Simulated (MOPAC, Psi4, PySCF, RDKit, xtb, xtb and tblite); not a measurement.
Two geometries of CH6O2Si2, SMILES O=C[SiH2]O[SiH3], relaxed at GFN2-xTB with one dihedral held; other torsions can differ between them too.

Structure A

```
11

O      1.2770     1.8018    -0.0998
C      1.8697     0.7550    -0.1788
Si     0.9726    -0.9493    -0.2615
O      0.0305    -0.9539    -1.5679
Si    -0.9958    -0.4216    -2.7199
H      2.9828     0.7749    -0.2046
H      1.9649    -1.9960    -0.4848
H      0.1367    -1.1062     0.9231
H     -0.1996     0.3493    -3.6713
H     -2.0254     0.3851    -2.0732
H     -1.5220    -1.6574    -3.2937
```

Structure B

```
11

O      1.2933     1.8515     0.2621
C      1.8748     0.8228     0.0285
Si     1.0030    -0.8484    -0.3266
O      2.2134    -1.8873    -0.5708
Si     3.0714    -3.2353    -0.8803
H      2.9892     0.8252     0.0141
H      0.2328    -1.2734     0.8382
H      0.2010    -0.7506    -1.5423
H      3.8563    -3.4788     0.3263
H      3.8928    -2.9087    -2.0422
H      2.1241    -4.3133    -1.1538
```

Problem. Which is lower in energy at the level DF-MP2 (frozen core)/cc-pVTZ // GFN2-xTB (Psi4), and by how much?

Solution. B is lower, by 3.57 kJ/mol (dihedral O1–C2–Si3–O4: 60° in A, 180° in B).

E(B) − E(A) in kJ/mol at the other levels, on the same two geometries: GFN2-xTB (xtb and tblite) -7.04; MMFF94 // GFN2-xTB (RDKit) 11.28; PBE/def2-TZVP // GFN2-xTB (Psi4) -4.88; PBE-D3(BJ)/def2-TZVP // GFN2-xTB (Psi4) -4.31; r2SCAN/def2-TZVP // GFN2-xTB (Psi4) -5.08; HF/cc-pVTZ // GFN2-xTB (Psi4) -5.34; UFF // GFN2-xTB (RDKit) 15.71; PM6, restricted, heats of formation // GFN2-xTB (MOPAC) -1.53; PM3, restricted, heats of formation // GFN2-xTB (MOPAC) -7.30; GFN1-xTB // GFN2-xTB (xtb) -4.65; restricted B3LYP/6-31G*, spherical d // GFN2-xTB (PySCF) -5.97; restricted B3LYP/LANL2DZ, with its core potentials past Ne // GFN2-xTB (PySCF) -9.51; restricted Hartree-Fock/6-31G*, spherical d // GFN2-xTB (PySCF) -6.86; restricted MP2 (frozen core)/3-21G // GFN2-xTB (PySCF) -8.40.

MMFF94 has few fitted parameters for silicon.
